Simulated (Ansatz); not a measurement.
Calculated with Ansatz (gas phase, PBE0-D4/def2-TZVP geometries, no zero-point term in ΔE). CCSD(T)/CBS adds triple-zeta CCSD(T) − MP2 to the extrapolated MP2 energy (def2 sets, frozen cores). This one scheme is used for every species. Functionals use def2-TZVPP. Elements past krypton have def2 core potentials. For Te outer-core shells are correlated without core-valence functions, which leaves a few kJ/mol of doubt a bond. One conformer a species, not always the lowest.

Consider the cleavage of the Si–Si bond: `[AlH2][SiH2][SiH3]` + `OC[TeH]` → `[SiH3]OC[TeH]` + `[AlH2][SiH3]`.

```json
{"level": "PBE0-D4", "ΔE (kcal/mol)": "-13.1", "difference from CCSD(T)/CBS": "4.4"}
{"level": "ωB97X-V", "ΔE (kcal/mol)": "-17.2", "difference from CCSD(T)/CBS": "0.3"}
{"level": "PBE", "ΔE (kcal/mol)": "-11.2", "difference from CCSD(T)/CBS": "6.3"}
{"level": "HF/def2-TZVPP", "ΔE (kcal/mol)": "-22.1", "difference from CCSD(T)/CBS": "-4.6"}
{"level": "SCS-MP2/def2-TZVPP", "ΔE (kcal/mol)": "-20.3", "difference from CCSD(T)/CBS": "-2.8"}
{"level": "CCSD/def2-TZVPP", "ΔE (kcal/mol)": "-18.2", "difference from CCSD(T)/CBS": "-0.7"}
{"level": "CCSD(T)/def2-TZVPP", "ΔE (kcal/mol)": "-17.5", "difference from CCSD(T)/CBS": "0.0"}
{"level": "HF/def2-QZVPP", "ΔE (kcal/mol)": "-22.5", "difference from CCSD(T)/CBS": "-5.0"}
{"level": "MP2/def2-QZVPP", "ΔE (kcal/mol)": "-19.3", "difference from CCSD(T)/CBS": "-1.8"}
{"level": "CCSD/CBS(def2)", "ΔE (kcal/mol)": "-18.1", "difference from CCSD(T)/CBS": "-0.6"}
{"level": "CCSD(T)/CBS", "ΔE (kcal/mol)": "-17.5", "difference from CCSD(T)/CBS": "0"}
```

Largest T1 diagnostic among the species: 0.013.

From PBE to PBE0 (25 % exact exchange), in def2-TZVPP and without D4, ΔE moves by −1.5 kcal/mol. In def2-TZVPP, CCSD(T) changes the Hartree–Fock value by +4.6 kcal/mol (the triples alone add +0.6 kcal/mol) and MP2 by +2.9 kcal/mol. The D4 term adds −0.8 kcal/mol with B3LYP and −0.4 kcal/mol with PBE0; it sums over pairs of atoms, weighted by their polarisabilities, and B3LYP, whose exchange is more repulsive, gets the larger term.

B3LYP here is the variant with VWN-RPA as its local correlation; programs differ in this.
